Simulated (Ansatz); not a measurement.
A structure relaxed at PBE0-D4/def2-TZVP in Ansatz, charge 0, doublet:

Cartesian coordinates in Å:
```
Co -0.0021 0.0028 -0.0023
Cl 1.5707 0.1062 -1.3583
Cl -1.5686 -0.1090 1.3606
```

Problem. Give its formula and point group.

Solution. CoCl2 (the lowest doublet isomer of a short search). Point group D∞h (tolerance 0.1 Å).

Problem. Summarise the bond lengths by kind (pairs closer than 1.2 times the sum of covalent radii, bridged metal pairs left out).

Solution. 2 × Cl–Co 2.08 Å. The metal has 2 neighbours: Cl 2.08 Å, Cl 2.08 Å.

The charge 0 doublet is spin-contaminated (final ⟨S²⟩ up to 1.76, 0.75 for a pure state). The relaxation made no stability test and no search for a lower SCF solution. At PBE0-D4/def2-TZVP a quartet of charge 0 lies 1.08 eV below the doublet, each at its own geometry. The structure comes from a short search, and lower isomers may exist.
